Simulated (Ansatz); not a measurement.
Computed with Ansatz.

A structure relaxed at PBE0-D4/def2-TZVP, charge 0, multiplicity 2:

Cartesian coordinates in Å:
```
O -0.229 -0.544 1.243
Si 0.004 -0.066 -0.291
S -1.100 1.641 -0.830
Cl 1.927 0.533 -0.631
Cl -0.416 -1.699 -1.411
H -0.186 0.136 1.920
```

(1) Give its formula and SMILES.

(2) Summarise the bond lengths by kind.

Results:

(1) Cl2HOSSi, `O[Si]([S])(Cl)Cl`.

(2) 1 × O–Si 1.622 Å; 1 × H–O 0.960 Å; 1 × S–Si 2.103 Å; 2 × Cl–Si 2.025 to 2.042 Å.
